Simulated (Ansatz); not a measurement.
Correlation energies of CH7AlB2, SMILES `B[CH](B)[AlH2]` by basis set

```xyz
11

B     0.222    1.403    0.517
C     0.321   -0.079    0.833
B     1.041   -0.783   -0.276
Al   -1.210   -0.529   -0.446
H     0.236    2.209    1.401
H     0.167    1.793   -0.616
H     0.426   -0.390    1.866
H     1.970   -1.527   -0.234
H     0.545   -0.650   -1.417
H    -1.979    0.571   -1.272
H    -1.740   -2.019   -0.357
```

Charge 0, multiplicity 1. Geometry: relaxed with PBE0-D4/def2-TZVP. Frozen core, restricted reference, the Gaussian-basis code of Ansatz. CBS rows extrapolate triple and quadruple zeta; past MP2 they add the triple-zeta difference.

```tsv
basis	HF (Eh)	MP2 corr.
def2-SVP	-333.04999	-0.38765
def2-TZVPP	-333.23286	-0.47142
def2-QZVPP	-333.24474	-0.50080
```

Estimate the CCSD correlation energy and the (T) correction in each basis where they were run (hartree).


```csv
basis,CCSD corr.,(T)
def2-SVP,-0.44320,-0.01431
def2-TZVPP,-0.52209,-0.02066
CBS(def2),-0.57323,as TZ
```
